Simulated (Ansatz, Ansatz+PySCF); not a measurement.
```yaml
atoms:
  - { symbol: C, position_ang: [0.0214, -0.0073, -0.0151] }
  - { symbol: C, position_ang: [0.5244, 0.8846, -0.9738] }
  - { symbol: O, position_ang: [0.9024, 1.5318, -1.7123] }
```

Basis set: def2-SVP (spherical functions). Correlated methods keep 3 orbitals frozen. Charge 0, multiplicity 3.

Computed with Ansatz (development build ahead of 0.2.0); each method stands on the lowest determinant of its kind that the runs found.

The atomization energy at this shape (free ground-state atoms in the same class of orbitals less the molecule, no zero-point energy) of triplet C₂O:

| method | atomization energy |
| --- | --- |
| UHF-MP2 | 291.85 kcal/mol |

Problem. What does UHF give?

Solution. 195.25 kcal/mol. Caution: the shape is not the minimum. Caution for UHF-MP2: MP2 forces lie far from those of the mean fields.
